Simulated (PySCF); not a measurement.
Ge(F)3(SiH3) (F₃GeH₃Si), SMILES [F][Ge]([F])([F])[SiH3]. Heavy atoms are numbered as in [F:1][Ge:2]([F:3])([F:4])[SiH3:5]. Hydrogens are named by the atom that carries them.

Coordinates come from a B3LYP-D3(BJ)/def2-SVP optimisation. This is a generated structure with no PubChem entry under its InChIKey; it may be hypothetical.

Level of theory: PBE0/pcSseg-1 in PySCF.

GIAO shieldings, no solvent; atoms alike by connectivity are averaged. δ = σ(ref) − σ: ¹⁹F against CFCl3 (σ = 167.2 ppm); ⁷³Ge against GeH4 (σ = 1658.3 ppm); ²⁹Si against TMS (σ = 352.7 ppm); ¹H against TMS (σ = 31.56 ppm), references at their B3LYP-D3(BJ)/def2-TZVP geometries, non-relativistic.

### Question
Estimate the chemical shifts. (The exact figures need the calculation; the answer reports its results.)

### Answer

| nucleus | atoms | count | δ (ppm) |
|---|---|---|---|
| ¹⁹F | F1 | 3 | -122.4 |
| ⁷³Ge | Ge2 | 1 | 308.3 |
| ²⁹Si | Si5 (SiH3) | 1 | -98.7 |
| ¹H | H on Si5 | 3 | 4.18 |
